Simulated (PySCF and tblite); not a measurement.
The numbers below are computed, except where a source is named.
C₆H₄FN₃, numbered as in [CH3:1][c:2]1[cH:3][c:4]([F:5])[c:6]([C:7]#[N:8])[n:9][n:10]1.

First level. Geometries GFN2-xTB; weights from B3LYP-D3(BJ)/def2-SVP (IEF-PCM, tetrahydrofuran) energies and GFN2-xTB thermal corrections, with symmetry numbers and mirror pairs. Conformers within 2.5 kcal/mol (GFN2-xTB free energy) were kept, 4 at most. GIAO shieldings: KT2/pcSseg-1 (IEF-PCM, tetrahydrofuran). Shifts are against TMS (¹H), TMS (¹³C) at the same level. Programs: PySCF with density fitting and tblite.

It gives, at 298.15 K, with 1 conformer (largest weight 100 %): ¹H: 7.46 (H3, 1H), 3.10 (H1, 3H) ppm. ¹³C: 168.6 (C4), 158.4 (C2), 121.4 (C6), 111.6 (C7), 110.7 (C3), 25.8 (C1) ppm.

Second level: GFN2-xTB geometries, energies BHandHLYP-D3(BJ)/pcSseg-1 (IEF-PCM, acetonitrile), shieldings BHandHLYP/pcSseg-1 (IEF-PCM, acetonitrile), on up to 4 of the same conformers.

(1) How do the averaged shifts change?

Shifts are unscaled: against experiment ¹³C can be off by 15 ppm or more and ¹H by 0.8 ppm.

## Answers

(1) 
| signal | first | second | change (ppm) |
| --- | --- | --- | --- |
| H1 | 3.10 | 3.28 | 0.18 |
| H3 | 7.46 | 8.10 | 0.64 |
| C1 | 25.8 | 25.7 | -0.1 |
| C2 | 158.4 | 177.8 | 19.4 |
| C3 | 110.7 | 125.5 | 14.8 |
| C4 | 168.6 | 181.3 | 12.7 |
| C6 | 121.4 | 136.4 | 15.0 |
| C7 | 111.6 | 122.2 | 10.6 |
